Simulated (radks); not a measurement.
The numbers below are computed, except where a source is named.
Ionisation of the samarium ion Sm8+, [Kr] 4d10 4f4 5s2 5p2, to [Kr] 4d10 4f4 5s2 5p1 as the strength of local exchange is varied. Code: a radial shooting solver on a logarithmic mesh with Libxc functionals. Model: scalar-relativistic Kohn-Sham, Slater X-alpha exchange (alpha = 2/3 is LDA exchange), no correlation, spin-polarised, spherical densities, finite nucleus; open shells are filled with parallel spins first (spin-orbit coupling, left out, can overturn this in heavy ions); Fermi nuclear charge, rms radius 5.0819 fm.

alpha  E(Sm8+) (hartree)  exchange (hartree)  IE (eV)  -e of the level emptied (eV)  <r> of it (bohr)
0.552        -10359.3739           -180.0526   129.73                   122.01 (5p)             1.409
0.667        -10397.0832           -218.3019   132.87                   125.17 (5p)             1.394
0.823        -10448.4411           -270.5931   137.18                   129.52 (5p)             1.373
0.861        -10460.9869           -283.4013   138.24                   130.59 (5p)             1.368
1.025        -10515.2921           -338.9956   142.86                   135.25 (5p)             1.347

NIST Atomic Spectra Database: 141 +/- 7 eV (theoretical). The Delta-SCF value meets it near alpha = 0.96. Open shells are spherical and high-spin; term and fine-structure splittings are not resolved. Spin-orbit splitting is averaged out at the scalar-relativistic level.
